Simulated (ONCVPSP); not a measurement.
## platinum (Pt): one change to an ONCV potential, before and after

* Element: platinum (Pt)
* Generator: ONCVPSP 4.0.1
* Type: optimised norm-conserving Vanderbilt (ONCV)
* Functional: LDA (Perdew-Wang 92)
* Relativity: scalar-relativistic
* Frozen core: [Kr] 4d10 4f14
* Valence charge: 18
* Reference configuration: 5s2 5p6 5d9 (charge +1)
* Partial waves: 5s: rc 1.40 bohr, ncon 4, nbas 8, qcut 7.1 1/bohr, 1 projector; 5p: rc 1.75 bohr, ncon 4, nbas 7, qcut 8 1/bohr, 2 projectors, debl 3.5 Ha; 5d: rc 1.95 bohr, ncon 4, nbas 8, qcut 7.8 1/bohr, 1 projector
* Local potential: polynomial inside 1.15 bohr (lpopt 5, dvloc0 6 Ha)
* Core correction: polynomial model core, fcfact 0.6

All-electron outer shells of the reference configuration (LDA (PZ), scalar-relativistic, ld1.x):

```
shell  level (eV)  outermost node (bohr)  outermost maximum (bohr)
   4f      -78.77                      –                      0.38
   5p      -64.62                   0.53                      0.98
   5d      -14.59                   0.57                      1.26
```

Change: p: rc 2.1. In the p channel the program set the typed energies aside and used -2.375, 0.050 Ha.

Cutoffs: the cutoffs (Ha) at which the residual kinetic energy of the hardest occupied pseudo-wave falls to 1 and 0.1 mHa per electron; they do not see the model core or the augmentation charge, which bear on the density cutoff. Errors are all-electron minus pseudo energies relative to the spin-unpolarised reference configuration.

Task: Predict the effect on cutoff, ghosts and configuration errors.

Result: The potential gets neither clearly harder nor softer (23 Ha and 73 Ha → 23 Ha and 73 Ha); the errors of the 4 common tests hardly move; neither file shows a bound ghost.

| quantity | base | changed |
| --- | --- | --- |
| cutoff, loose | 23 Ha | 23 Ha |
| cutoff, tight | 73 Ha | 73 Ha |
| loose cutoff by channel | s 23 Ha, p 14 Ha, d 19 Ha | s 23 Ha, p 16 Ha, d 19 Ha |
| bound ghosts | none | none |
| GHOST(+) flags under 300 eV | none | none |
| error for 5s2 5p6 5d9 6s1, meV [ΔE -9.54 eV] | +299 | +299 |
| error for 5s2 5p6 5d8, meV [ΔE 20.26 eV] | -2.1 | -2.0 |
| error for 5s2 5p6 5d7, meV [ΔE 52.77 eV] | -7.2 | -6.5 |
| error for 5s2 5p5 5d9 6s1, meV [ΔE 52.90 eV] | +327 | +299 |
| s: phases at 1.42 bohr within 0.05 rad from the reference energy up to (Ha; the scan ends near 5) | -0.1 | -0.1 |
| d: phases at 1.98 bohr within 0.05 rad from the reference energy up to (Ha; the scan ends near 5) | 1.8 | 1.8 |
| rms error of d²Exc/dni dnj with the model core, mHa | 1.02 | 1.04 |
